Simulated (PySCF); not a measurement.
Atom-mapped SMILES (the numbers label the heavy atoms): `[F:1][CH:2]=[C:3]1[CH2:4][CH:5]([CH:6]([F:7])[F:8])[CH2:9]1`. Hydrogens are named by the atom that carries them. Ha(C4), Ha(C9) are cis to C6 on the ring; Hb(C4), Hb(C9) are trans to C6 on the ring.

How the numbers were obtained: NMR shieldings at PBE0/pcSseg-1/GIAO, coordinates at the GFN2-xTB level, in PySCF 2.14 (no solvent model, single conformer, non-relativistic Hamiltonian, fast rotation and ring inversion assumed for equivalent nuclei).

Chemical shifts δ = σref − σ; ¹³C (σref 186.93), ¹H (σref 31.72) against TMS; ¹⁹F (σref 170.95) vs CFCl3, all at this level.

```json
{"atoms": "C6", "nucleus": "¹³C", "count": "1", "δ (ppm)": "126.9"}
{"atoms": "C3", "nucleus": "¹³C", "count": "1", "δ (ppm)": "?"}
{"atoms": "Hb(C9)", "nucleus": "¹H", "count": "1", "δ (ppm)": "3.04"}
{"atoms": "H(C6)", "nucleus": "¹H", "count": "1", "δ (ppm)": "6.01"}
{"atoms": "H(C2)", "nucleus": "¹H", "count": "1", "δ (ppm)": "6.86"}
{"atoms": "Ha(C9)", "nucleus": "¹H", "count": "1", "δ (ppm)": "?"}
{"atoms": "C2", "nucleus": "¹³C", "count": "1", "δ (ppm)": "?"}
{"atoms": "F1", "nucleus": "¹⁹F", "count": "1", "δ (ppm)": "-133.5"}
{"atoms": "Ha(C4)", "nucleus": "¹H", "count": "1", "δ (ppm)": "?"}
{"atoms": "F7/F8", "nucleus": "¹⁹F", "count": "2", "δ (ppm)": "-139.3"}
{"atoms": "C5", "nucleus": "¹³C", "count": "1", "δ (ppm)": "34.6"}
{"atoms": "C4", "nucleus": "¹³C", "count": "1", "δ (ppm)": "27.8"}
{"atoms": "H(C5)", "nucleus": "¹H", "count": "1", "δ (ppm)": "2.63"}
{"atoms": "C9", "nucleus": "¹³C", "count": "1", "δ (ppm)": "26.9"}
{"atoms": "Hb(C4)", "nucleus": "¹H", "count": "1", "δ (ppm)": "?"}
```

Fill in the missing shifts.

Answers


- C2: 154.6 ppm, alkene CH; an sp2 carbon of a C=C bond
- C3: 121.0 ppm, fully substituted alkene carbon; as expected for a trigonal carbon in a double bond
- Hb(C4): 3.14 ppm, hydrogen on an allylic sp3 CH2; allylic position
- Ha(C4): 2.77 ppm, hydrogen on an allylic sp3 CH2; allylic position
- Ha(C9): 2.65 ppm, hydrogen on an allylic sp3 CH2; allylic position

Shifts are as computed. Against solution values, carbons near 30 ppm lie about +3 ppm off and those near 130 ppm about +5 ppm. Of 1211 compounds with measured shifts, 218 miss one by over three times the rms of a fit or turn the order of signals round; such compounds aren't used in these exercises. Unscaled 19F shifts against computed CFCl3 carry errors that often reach 10 to 50 ppm.
